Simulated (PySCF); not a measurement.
# Calculated NMR data

- σ from GIAO-PBE0/pcSseg-1
- geometry: GFN2-xTB
- B3LYP/pcJ-1 coupling constants
- program: PySCF
- non-relativistic Hamiltonian, averaged over atoms made equivalent by symmetry, fast rotation or ring inversion, single conformer, no solvent

Chemical shifts δ = σref − σ; TMS for ¹H (31.72 ppm) and ¹³C (186.93 ppm), all at this level. Multiplet labels drop J under 1 Hz and among equivalent protons, and merge close values. Unscaled 3J(H,H) run several per cent high. Splittings of carbon signals by F and P are missing where no couplings were computed. Where no couplings were computed, multiplicities follow the n + 1 count of equivalent neighbours, and m marks all less simple cases (inequivalent or close neighbours, rings, F or P nearby). One-bond C–F couplings are unscaled and too large by tens of Hz. Acid and N–H amide carbonyl carbons lie up to 10 ppm further downfield in solution (hydrogen bonding). Shifts are as computed. Against solution values, carbons near 30 ppm lie about +3 ppm off and those near 130 ppm about +5 ppm. Of 1211 compounds with measured shifts, 218 miss one by over three times the rms of a fit or turn the order of signals round; such compounds aren't used in these exercises. Groups on amide-type nitrogens are kept apart (slow C–N rotation). OH and NH positions are gas-phase values without hydrogen bonding to other molecules.

Compound 1 (C₄H₅FO₂Si). ¹H NMR (600 MHz, computed): δ 7.95 (m, 1H), 5.54 (m, 2H), 5.09 (m, 2H). ¹³C{¹H} NMR (computed): δ 178.9 (C), 171.8 (CH), 139.2 (C), 77.5 (CH2). Structure: SMILES O=C1OCC=C1[SiH2]F.

Compound 2 (C₂H₂F₃NO). ¹H NMR (600 MHz, computed): δ 5.37 (br, 1H), 4.79 (br, 1H). ¹³C{¹H} NMR (computed): δ 159.3 (C, q, J = 38.6 Hz), 125.9 (C, q, J = 366.7 Hz). Structure: `FC(C(N)=O)(F)F`.

Compound 3 (C₅H₁₁FOSi). ¹H NMR (600 MHz, computed): δ 5.02 (m, 1H), 3.87 (s, 3H), 2.30 (m, 2H), 1.64 (m, 2H), 1.33 (m, 3H). ¹³C{¹H} NMR (computed): δ 89.9, 54.1, 37.2, 33.4. Structure: `CO[Si@H]1C[C@@](C)(F)C1`.
